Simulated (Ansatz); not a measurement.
Sn2F3, relaxed as a doublet with UKS PBE0-D4/def2-SVP in Ansatz, starting from the GFN1-xTB geometry. Force threshold 0.02 eV/Å.

In the def2 sets Sn takes a core potential; there is no spin–orbit coupling. The relaxation made no stability test and no search for a lower SCF solution. Another isomer (doublet) lies 0.28 eV lower at PBE0-D4/def2-TZVP; other spin states weren't run for this one.

Start:

```xyz
5

Sn    0.0858   -0.0039   -1.5016
Sn   -0.3912   -0.2271    1.4253
F     1.1088    0.8324    0.2391
F     0.4868   -1.9779    1.5986
F    -1.2901    1.3766   -1.7614
```

Estimate the energy that the relaxation releases and the steps that it takes.

0.10 eV, in 8 steps; 14 s on 4 threads of Arm Neoverse V2 on a shared host. No frequencies were taken in this run, so the end may be a saddle point.

Does the start keep its bonding and symmetry?

By distances, no bond broke or formed. The bond that changes most is Sn2–F3, from 2.19 to 2.16 Å (atoms count from 1). Point group C2 at the start, C2 at the end, both within 0.05 Å.

Predict the relaxed structure.


```xyz
5

Sn    0.008   -0.086   -1.575
Sn   -0.509   -0.289    1.461
F     0.945    0.707    0.206
F     0.673   -1.846    1.624
F    -1.116    1.515   -1.715
```
Bond lengths (bridged metal pairs left out): 4 × F–Sn 1.96 to 2.16 Å.
